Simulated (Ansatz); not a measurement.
A search over several starts for the lowest SCF solution of Li4F4⁺, that is (LiF)4 ring with one electron fewer at the given spin, in a small basis.

```yaml
crystal:
  periodic: [false, false, false]
  atoms:
    - {symbol: Li, position_ang: [-1.296486, -0.008979, -1.715546]}
    - {symbol: F, position_ang: [-0.083738, 1.141621, -1.938387]}
    - {symbol: Li, position_ang: [1.181659, 1.547841, -0.899977]}
    - {symbol: F, position_ang: [1.838504, 1.154626, 0.602872]}
    - {symbol: Li, position_ang: [1.297373, 0.007874, 1.714807]}
    - {symbol: F, position_ang: [0.083727, -1.141616, 1.938424]}
    - {symbol: Li, position_ang: [-1.182570, -1.546738, 0.900672]}
    - {symbol: F, position_ang: [-1.838460, -1.154619, -0.602865]}
basis:
  gaussian: {orbitals: def2-SVP}
total_charge: 1
magnetization: {spin_polarized: true, initial_magnetization: 1}
hamiltonian: {xc: pbe0, dispersion: d4}
output: {orbitals: {seedname: orbitals}}
```

```sh
$ ansatz run in.yaml --threads 4 --pin off --events-out ev --progress --plain --max-ram 3916MiB
```

Shortened log:

```
Functional definition: PBE0
  name "PBE0"
  cite "Adamo & Barone, J. Chem. Phys. 110, 6158 (1999) doi:10.1063/1.478522"
  cite "Perdew, Burke & Ernzerhof, Phys. Rev. Lett. 77, 3865 (1996) doi:10.1103/PhysRevLett.77.3865"
  parent pbe
  parameter a = 0.25
  parameter kappa = 0.804
  parameter beta = 0.06672455060314922
  exchange = (1 - a)*pbe_x(kappa = kappa, mu = beta*pi^2/3) + a*exact_x
  correlation = pbe_c(beta = beta)
1020 factors; integrals over basis functions are off by at most 2.9e-4 eV
mean field evaluation 1: about -11652.1756 eV, gradient 6.9e1 eV
mean field evaluation 2: about -11635.7155 eV, gradient 1.0e2 eV
mean field evaluation 4: about -11666.8449 eV, gradient 3.8e0 eV
mean field evaluation 8: about -11666.9711 eV, gradient 8.4e-1 eV
mean field evaluation 16: about -11666.9741 eV, gradient 2.5e-3 eV
mean field evaluation 32: about -11666.9741 eV, gradient 2.0e-5 eV
mean field -11666.97411055 eV, -428.7533904037 hartree, gradient 6.2e-6 eV, S^2 0.756904; 6 other end points of the search recorded, 0 dependent functions left out
reference -11666.97423140 eV, -428.7533948449 hartree; 24, 23 occupied and 68, 69 virtual orbitals, 1020 factors
Total energy: -11667.05216189 eV, -428.7562587375 hartree
```

It took 8 s on 4 threads of Arm Neoverse V1 on a shared host.
